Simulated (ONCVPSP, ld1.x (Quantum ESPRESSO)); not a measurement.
Potentials for phosphorus (P) compared

Generated with ld1.x 7.5 (TM, RRKJ, ultrasoft, PAW), atompaw 4.2 or ONCVPSP 4.0.1. The cutoff is in Ry: for ld1.x and atompaw files where the sum of valence levels is converged to 10 mRy in a Bessel basis, for ONCV files where the hardest occupied wave has 1 mHa per electron of residual kinetic energy. The error is the largest all-electron minus pseudo excitation energy over each file’s own four to seven test configurations (ionisations up to +4, promotions, holes and added fractions of an electron), all of which were solved. The labels leave out finer settings (local radius, basis sizes, second energies), which also bear on the numbers. Spin-polarised tests are not counted. The rows are a selection from randomly drawn settings: files with unsolved tests, undetermined cutoffs or missed reference levels are left out.

```tsv
potential	cutoff (Ry)	largest error (meV)	bound ghosts
TM, LDA (PZ), scalar-relativistic, rc 1.20/1.40 (sp), local s, core correction yes, reference 3s2 3p3	50	+155	none
ONCV, PBE, fully relativistic, rc 1.55/1.60 (sp), local smoothed, core correction yes, reference 3s2 3p2.5, qcut 4.7/5.7, projectors 1/2	20	+18	none
ONCV, PBE, scalar-relativistic, rc 1.05/0.85 (sp), local smoothed, core correction yes, reference 2s2 2p6 3s2 3p3, qcut 9.1/16.9, projectors 2/3	222	+10	none
ultrasoft, PBE, scalar-relativistic, rc 1.75/1.90/1.70 (spd), local smoothed, core correction yes, reference 3s2 3p3	12	-15	none
ONCV, PBEsol, scalar-relativistic, rc 1.55/1.95 (sp), local smoothed, core correction no, reference 3s2 3p3, qcut 4.8/3.5, projectors 2/3	20	+32	none
ONCV, LDA (Perdew-Wang 92), scalar-relativistic, rc 1.10/1.65/1.35 (spd), local s, core correction no, reference 3s2 3p1, qcut 6/4.9/6.2, projectors 0/2/2	147	+44	none
```

**Question.** Fill in the row for P: ONCV, PBEsol, scalar-relativistic, rc 0.95/0.95/0.80 (spd), local d, core correction yes, reference 2s2 2p6 3s2 3p3, qcut 13.8/14.5/11.7, projectors 2/2/0.

**Answer.** cutoff 176 Ry, largest error +11 meV, bound ghosts: none.
